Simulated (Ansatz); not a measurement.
Mulliken charges of `[OH][Sn]([OH])([OH])[F]` from PBE/def2-TZVPP in Ansatz (PBE0-D4/def2-TZVP geometry).

| atom | x (Å) | y (Å) | z (Å) | charge (e) |
| --- | --- | --- | --- | --- |
| O1 | -1.242 | 1.129 | 0.798 | -0.483 |
| Sn2 | 0.115 | 0.109 | -0.130 | 1.292 |
| O3 | 1.855 | 0.195 | 0.694 | -0.483 |
| O4 | -0.351 | -1.763 | -0.277 | -0.486 |
| F5 | 0.214 | 0.925 | -1.852 | -0.435 |
| H6 | -1.463 | 1.940 | 0.330 | 0.199 |
| H7 | 2.255 | -0.675 | 0.784 | 0.199 |
| H8 | -1.292 | -1.918 | -0.402 | 0.197 |

Question: By hand: the dipole of these point charges (1 e Å = 4.8032 D).

Answer: Σ q r = (-0.167, -0.170, 0.194) e Å, of length 0.307 e Å = 1.47 D.

Question: How does the dipole of the full density compare? (Estimate.)

Answer: The calculation gave: (-0.225, -0.167, 0.096) e Å, 1.42 D; the point charges give 1.04 times that, at 22° from its direction.

Point charges leave out the atoms' own dipoles, such as those of lone pairs, and Mulliken's split depends on the basis, so the two needn't agree.
